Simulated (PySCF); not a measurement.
These are PBE0-D3(BJ)/def2-TZVP in PySCF values and carry that method's errors. Isolated molecules, 0 K electronic values unless said otherwise. 

Reference species (SMILES): `[Cl][Ga]([Cl])[Cl]` (neutral, multiplicity 1).

```json
{
  "LUMO": "-1.95 eV",
  "S1 oscillator strength": "0.000"
}
```

Changed species: `[Br][Ga]([Br])[Br]` (3 of 3 Cl replaced by Br; the reference has 0 of 3 Cl replaced by Br).

### Question
Predict the effect on the LUMO and S1 oscillator strength.

### Answer
the LUMO falls by 0.27 eV, to -2.22 eV; the S1 oscillator strength stays essentially unchanged.
